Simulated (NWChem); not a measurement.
Molecule: GaH2O2Cl; SMILES [OH][Ga]([OH])[Cl]

```xyz
6

Ga     0.0179     0.3412     0.0000
Cl    -0.0170    -1.8067     0.0000
O     -1.5373     1.2231     0.0000
H     -1.3755     2.1861     0.0000
O      1.5634     1.2535     0.0000
H      2.3271     0.6458     0.0000
```
Atoms are numbered in this order, from 1.

Program: NWChem. Geometry: optimised at PBE-D3(BJ)/def2-SVP. Level: PBE0/def2-SVPD; rows give the wavelength of the field.

```
field    isotropic polarisability (bohr³)  anisotropy (bohr³)
-------  --------------------------------  ------------------
static                               48.7                17.0
1065 nm                                 …                17.2
589 nm                               50.3                17.8
```

### Question
What belongs in the gaps?

### Answer

- 1065 nm, isotropic polarisability (bohr³): 49.2
